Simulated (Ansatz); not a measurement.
Born–Oppenheimer molecular dynamics of CH5AlCl2Si (10 atoms, charge 0, multiplicity 1). It starts from a relaxed structure.

Level of theory: RKS LDA/STO-3G (Ansatz 0.2.0).

```
ensemble        : NVT, Langevin thermostat
time step       : 0.5 fs
steps asked     : 250
set temperature : 300 K
friction        : 0.01 /fs
seed            : 389724
```

First frame:

```xyz
10
Properties=species:S:1:pos:R:3
Si -0.351 -1.076 0.949
C 0.809 0.118 0.093
Al -0.063 1.189 -1.182
Cl -0.333 0.564 -3.132
Cl -0.879 3.023 -0.698
H -1.405 -0.342 1.620
H 0.370 -1.869 1.925
H -0.953 -1.960 -0.029
H 1.608 -0.458 -0.395
H 1.279 0.760 0.852
```

How far do the bonds stretch over the last three quarters of this one trajectory? (Pairs bonded in most of those frames.)


```
   bond  mean (Å)  spread (Å)  shortest  longest
 Si1–C2     1.872       0.024      1.84     1.92
 Si1–H6     1.458       0.039      1.39     1.52
 Si1–H7     1.454       0.018      1.41     1.49
 Si1–H8     1.451       0.014      1.41     1.48
 C2–Al3     1.869       0.018      1.83     1.90
  C2–H9     1.100       0.023      1.04     1.16
 C2–H10     1.101       0.027      1.06     1.15
Al3–Cl4     2.064       0.028      2.03     2.12
Al3–Cl5     2.081       0.014      2.05     2.11
```

Mean temperature of the second half: 215 K. The mean temperature of the second half is 28 % below the set value. A run of 0.12 ps of so small a system gives no equilibrium averages. Limits of this set-up: minimal basis.

Run time: 4.9 min on 1 thread of Arm Neoverse V2, with other jobs on the host, peak memory 0.085 GiB.
